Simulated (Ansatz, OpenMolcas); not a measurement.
## GeSiH3ClO (SMILES [SiH3][O][Ge][Cl]): the vertical energy of the triplet above the singlet from total energies

The species is GeSiH3ClO (7 atoms), meant as a singlet with charge 0. As SMILES, `[SiH3][O][Ge][Cl]`. The shape is that of a PBE0-D4/def2-TZVP optimisation. This is one conformer, not always the lowest.

Both states at this one shape; open shells run unrestricted unless said. 1 Eh = 27.2114 eV.

```
                                                           level     program  singlet GeSiH3ClO (Eh)  triplet GeSiH3ClO (Eh)
                                                  M06-2X/cc-pVDZ  OpenMolcas            -2903.732246            -2903.622737
CCSD(T)/cc-pVDZ, open shells restricted, 20 core orbitals frozen  OpenMolcas            -2901.055708            -2900.939224
                           CCSD/cc-pVDZ, 20 core orbitals frozen      Ansatz            -2901.040622            -2900.925475
```

Question: Work out the vertical gap, second state less first, at each level.

Answer: 
1. M06-2X/cc-pVDZ: -2903.622737 − (-2903.732246) = 0.109509 Eh = 2.98 eV.
2. CCSD(T)/cc-pVDZ, open shells restricted: -2900.939224 − (-2901.055708) = 0.116484 Eh = 3.17 eV.
3. CCSD/cc-pVDZ: -2900.925475 − (-2901.040622) = 0.115147 Eh = 3.13 eV.

No measured value is set beside it here; the levels span 2.98 to 3.17 eV. All-electron rows are non-relativistic unless named.
